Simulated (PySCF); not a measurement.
# Unknowns

[PySCF 2.14: PBE0/pcSseg-1 with gauge-including orbitals; geometry: GFN2-xTB; fast rotation and ring inversion assumed for equivalent nuclei; gas phase; one conformer; no relativistic terms]

Scale: TMS for 1H (σ = 31.72 ppm) and 13C (σ = 186.93 ppm) (reference shieldings calculated alike). Where no couplings were computed, multiplicities follow the n + 1 count of equivalent neighbours, and m marks all less simple cases (inequivalent or close neighbours, rings, F or P nearby). Shifts are as computed. Against solution values, carbons near 30 ppm lie about +3 ppm off and those near 130 ppm about +5 ppm. Of 1211 compounds with measured shifts, 218 miss one by over three times the rms of a fit or turn the order of signals round; such compounds aren't used in these exercises. OH and NH positions are gas-phase values without hydrogen bonding to other molecules.

Problem. C5H11NO2Si. 1H NMR (500 MHz, computed): δ 6.56 (m, 1H), 5.03 (d, 1H), 4.85 (m, 1H), 4.52 (m, 1H), 4.14 (m, 1H), 3.79 (m, 1H), 3.79 (m, 1H), 3.17 (br s, 1H), 2.65 (m, 1H), 2.27 (m, 1H), 0.46 (br s, 1H). 13C{1H} NMR (computed): δ 154.9 (CH), 98.3 (CH2), 51.7 (CH2), 49.8 (CH), 20.6 (CH2). Identify the compound.

Solution. `C=CO[Si@@H](O)[C@@H]1CCN1`. Rings plus π bonds: 2 (1 ring in the answer). 5 carbon signals for 5 carbons: no two carbons are equivalent. Carbon types of the structure: 2 × CH, 3 × CH2, leaving 3 H on heteroatoms. δC 154.9: alkene carbon bearing oxygen; an sp2 carbon further deshielded by the attached heteroatom. δC 98.3: β carbon of an enol-ether or enamine type C=C; the O or N lone pair pushes π density onto this β carbon and shields it. δH 6.56: hydrogen on an alkene carbon bearing oxygen; a vinylic proton, deshielded by the sp2 carbon and the C=C anisotropy. δH 3.17: hydrogen on an oxygen bonded to Si; exchangeable; this is the value without hydrogen bonding to other molecules.

The shifts were computed for this structure.

Problem. C7H10N2. 1H NMR (400 MHz, computed): δ 7.52 (m, 2H), 6.96 (t, 1H), 6.61 (d, 2H), 3.57 (br s, 2H), 3.40 (s, 3H). 13C{1H} NMR (computed): δ 154.7 (C), 134.9 (CH), 121.5 (CH), 113.4 (CH), 45.0 (CH3). Give a structure.

Solution. `c1c(N(C)N)cccc1`. Rings plus π bonds: 4 (1 ring in the answer). 5 carbon signals for 7 carbons: some carbons are equivalent by symmetry or fast rotation. Carbon types of the structure: 1 × C, 5 × CH, 1 × CH3, leaving 2 H on heteroatoms. δC 154.7: aromatic carbon bearing nitrogen; an ipso carbon deshielded by its heteroatom. δC 134.9, 121.5, 113.4: aromatic CH. δH 7.52, 6.96, 6.61: hydrogen on an aromatic CH. δH 3.40: hydrogen on a methyl carbon bonded to N; its carbon carries N, which withdraws density.

This is the structure that produced the data.
